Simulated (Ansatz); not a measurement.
`O[AsH][GeH3]` + `[SH][GeH3]` → `O[AsH2]` + `[GeH3][S][GeH3]`  (redistribution)

Gas-phase electronic energies from Ansatz, PBE0-D4/def2-TZVP geometries. CCSD(T)/CBS is the MP2 limit (def2-TZVPP, def2-QZVPP) plus CCSD(T) − MP2 in def2-TZVPP, frozen cores. For As, Ge outer-core shells are correlated without core-valence functions, which leaves a few kJ/mol of doubt a bond. Scalar relativity is left out up to krypton. One conformer a species, not always the lowest.

```
          level  ΔE (kJ/mol)
  CCSD/def2-SVP        -20.4
CCSD/def2-TZVPP        -17.7
```

**Question.** What does CCSD(T)/CBS give? (Estimate.)

**Answer.** Ansatz gave: -19.1 kJ/mol. The listed levels differ from it by -1.3, 1.4 kJ/mol.

Largest T1 diagnostic among the species: 0.012.

From PBE to PBE0 (25 % exact exchange), in def2-TZVPP and without D4, ΔE moves by −4.0 kJ/mol. Leaving LDA and LC-ωPBE aside and taking each functional with its dispersion term where it has one, the values, not all of them listed here, spread over 11.9 kJ/mol, from B97M-V to BLYP-D4.
